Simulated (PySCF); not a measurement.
# HgH₂, singlet: data card

Method: PBE0/[Hg def2-TZVP with ECP60, H def2-TZVP], scalar-relativistic core potentials, density fitting, no spin–orbit coupling, PySCF.

The structure is a minimum.

```
Point group                                                                   : D∞h
Bond lengths                                                                  : Hg–H 1.649 Å (×2)
Bond angles                                                                   : H–Hg–H 180.0°
Zero-point energy                                                             : 33.7 kJ/mol
Dipole moment                                                                 : 0.00 D
Atomisation energy without zero-point energy                                  : 358 kJ/mol
Principal quadrupole moments (Buckingham, traceless) about the centre of mass : -4.84, 2.42, 2.42 D Å
Heat capacity Cp at 298.15 K                                                  : 34.5 J/(mol K)
Lowest empty level                                                            : -0.78 eV
Principal polarisabilities                                                    : 26.1, 26.1, 43.6 bohr³
Entropy at 298.15 K and 1 bar                                                 : 214.4 J/(mol K)
Highest occupied level                                                        : -8.09 eV
Rotational constants                                                          : 3.077 cm⁻¹
Enthalpy at 298.15 K above 0 K                                                : 9.08 kJ/mol
Rotational symmetry number                                                    : 2
```

Harmonic modes (masses in u: Hg 201.971, H 1.008):
```
symmetry  ω (cm⁻¹)  IR (km/mol, summed over degenerate members)     type
      πu       808                                         69.9     bend
     σu+      1951                                          446  stretch
     σg+      2073                                          0.0  stretch
```

In D∞h the vibrations span πu + σu+ + σg+. The σg+ mode carries no infrared intensity, as symmetry demands. With a centre of inversion only u modes can be infrared active and only g modes Raman active.

Charges (e):
| atom | Mulliken | Löwdin | polar tensor | Mayer order to Hg1 |
| --- | --- | --- | --- | --- |
| Hg1 | 0.20 | 0.32 | 0.50 | – |
| H2,3 | -0.10 | -0.16 | -0.25 | 0.89 |

Mulliken populations on Hg1 (electrons outside its core potential): s 3.41, p 6.54, d 9.84, f 0.01.

Outer orbital energies (eV). occupied: -14.80, -13.06, -13.06, -12.94, -12.94, -9.92, -8.09; empty: -0.78, -0.78, 1.09, 1.88.

Counting electrons, mercury keeps none of its valence electrons outside its bonds, so the VSEPR class is AX2 and the expected shape is linear (D∞h), as computed.

Spin–orbit coupling, left out here, can matter for elements this heavy.

The final relaxation and frequency run took of the order of 12 core-seconds on a shared host.
